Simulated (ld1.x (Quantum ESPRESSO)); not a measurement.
## Debugging a pseudopotential input (cadmium (Cd), ld1.x (Quantum ESPRESSO) 7.5)

Command:

```bash
ld1.x < Cd.in > Cd.out
```

Input:

```
&input
   title='Cd', zed=48., rel=1, dft='PZ', iswitch=3, tr2=1e-8,
   config='[Kr] 4d10 5s1.75 5p0.25',
   nld=2, rlderiv=3.25, eminld=-2.0, emaxld=5.0, deld=0.02
 /
 &inputp
   pseudotype=2, tm=.false., lloc=0,
   nlcc=.true., rcore=1.45,
   file_pseudopw='Cd.UPF', file_wfcaegen='ae.wfc', file_wfcncgen='nc.wfc', file_beta='beta', file_chi='chi'
 /
2
5P  2  1   0.25   0.00  3.00  3.00  0.0
5S  1  0   1.75   0.00  2.30  2.30  0.0
 &test
   configts(1)='5s1.75 5p0.25'
 /
```

This is an input that runs to its end, with one change: threshold tr2=1e-8.

Question: How does the run end?

Answer: The program runs through. The occupied levels of the test differ from the all-electron ones by at most 0.00001 Ry (unchanged input: 0.00000 Ry).

```

     Etot =  -11179.132426 Ry,   -5589.566213 Ha, -152099.845170 eV
     Etotps =   -17.660632 Ry,      -8.830316 Ha,    -240.285140 eV

     Ekin =       0.668452 Ry,       0.334226 Ha,       9.094752 eV
     Encl =      -2.653264 Ry,      -1.326632 Ha,     -36.099493 eV
     Ehrt =       1.201932 Ry,       0.600966 Ha,      16.353115 eV
     Ecxc =     -16.885958 Ry,      -8.442979 Ha,    -229.745163 eV
     (Ecc =     -15.707356 Ry,      -7.853678 Ha,    -213.709462 eV)
     Epseu=       0.008206 Ry,       0.004103 Ha,       0.111650 eV

     ---------------------- End of pseudopotential test ----------------------
```
